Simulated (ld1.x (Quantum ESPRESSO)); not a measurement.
**Varying the ultrasoft potential for gadolinium**

Base potential:

ld1.x (Quantum ESPRESSO) 7.5 input, shortened:

```
&input
   title='Gd', zed=64., rel=2, dft='PBE', iswitch=3,
   config='[Xe] 4f7 5d1 6s2 6p0', rel_dist='average'
 /
 &inputp
   pseudotype=3, tm=.true., lloc=-1, rcloc=2.00,
   nlcc=.true., new_core_ps=.true., rcore=0.60,
   which_augfun='PSQ', rmatch_augfun_nc=.true.
 /
8
5S  1  0   2.00   0.00  2.05  2.45  0.0
6S  2  0   2.00   0.00  2.05  2.45  0.0
5P  2  1   6.00   0.00  2.05  2.30  0.0
6P  3  1   0.00   0.00  2.05  2.30  0.0
5D  3  2   1.00   0.00  2.25  3.00  0.0
5D  3  2   0.00   1.60  2.25  3.00  0.0
4F  4  3   7.00   0.00  0.65  0.70  0.0
4F  4  3   0.00   3.00  0.65  0.70  0.0
 &test
   configts(1)='4f7 5s2 5p6 5d1 6s2 6p0'
 /
```

Open shells are filled in proportion to 2j + 1 (rel_dist='average').

All-electron outer shells of the reference configuration (PBE, scalar-relativistic, ld1.x):

```tsv
shell	level (eV)	outermost node (bohr)	outermost maximum (bohr)
4p	-276.39	0.29	0.54
4d	-147.72	0.27	0.56
5s	-49.74	0.65	1.20
5p	-27.26	0.70	1.35
4f	-8.70	–	0.56
6s	-4.13	1.60	3.37
5d	-2.53	0.79	1.95
6p	-1.33	1.93	4.55
```

Cutoffs, loose and tight: the cutoffs (Ry, on a coarse ladder) from which the occupation-weighted sum of valence levels, in a spherical-Bessel basis at the reference potential, stays within 10 and 1 mRy of its value at 400 Ry. They do not see the model core or the augmentation charge, which bear on the density cutoff. Test errors are all-electron minus pseudo excitation energies from the reference, over the configurations 4f7 5s2 5p6 5d1 6s1 6p0; 4f7 5s2 5p6 5d1 6s0 6p0; 4f7 5s2 5p6 5d0 6s0 6p0; 4f7 5s2 5p6 5d1.5 6s1.5 6p0; 4f7 5s2 5p6 5d1 6s0 6p2; 4f6 5s2 5p6 5d2 6s2 6p0; 4f7 5s2 5p6 5d1 6s1.5 6p0. A dash means not determined; rows that change the core or the reference have their own tests. The largest error is taken over the tests solved by every variant that gives reliable tests at all: 4f7 5s2 5p6 5d0 6s0 6p0; 4f7 5s2 5p6 5d1 6s0 6p0; 4f7 5s2 5p6 5d1 6s0 6p2; 4f7 5s2 5p6 5d1 6s1 6p0; 4f7 5s2 5p6 5d1 6s1.5 6p0; 4f7 5s2 5p6 5d1.5 6s1.5 6p0.

Cutoffs are not given where the Bessel-basis levels miss the radial ones by over 6 mRy, ghosts where they miss by over 20 mRy; a channel whose overlap is not positive is not tested.

A file whose overlap is not positive is unfit for use, and its test errors describe a broken file.

```tsv
change	outcome	bound ghosts	largest test error (meV)
base	generated, overlap not positive	not determined (overlap not positive)	-30
waves 5d (bound): rcut 2.25, rcutus 3.10 bohr; 5d channel at 1.6 Ry: rcut 2.25, rcutus 3.10 bohr	generated, overlap not positive	not determined (overlap not positive)	-30
waves 5d (bound): rcut 2.25, rcutus 3.46 bohr; 5d channel at 1.6 Ry: rcut 2.25, rcutus 3.46 bohr	generated, overlap not positive	not determined (overlap not positive)	-29
waves 5d (bound): rcut 2.25, rcutus 3.94 bohr; 5d channel at 1.6 Ry: rcut 2.25, rcutus 3.94 bohr	generated, overlap not positive	not determined (overlap not positive)	-27
waves 5d (bound): rcut 2.25, rcutus 4.52 bohr; 5d channel at 1.6 Ry: rcut 2.25, rcutus 4.52 bohr	generated, overlap not positive	not determined (overlap not positive)	-25
```

Task: What comes out with this change to the base: waves 5d (bound): rcut 2.25, rcutus 2.58 bohr; 5d channel at 1.6 Ry: rcut 2.25, rcutus 2.58 bohr?

Result: outcome: generated, overlap not positive; bound ghosts: not determined (overlap not positive); largest test error (meV): -14. A file whose overlap is not positive is unfit for use, and its test errors describe a broken file.

Task: What comes out with this change to the base: waves 5d (bound): rcut 1.86, rcutus 1.98 bohr; 5d channel at 1.6 Ry: rcut 1.86, rcutus 1.98 bohr?

Result: outcome: generated, overlap not positive; bound ghosts: not determined (overlap not positive); largest test error (meV): -11. A file whose overlap is not positive is unfit for use, and its test errors describe a broken file.
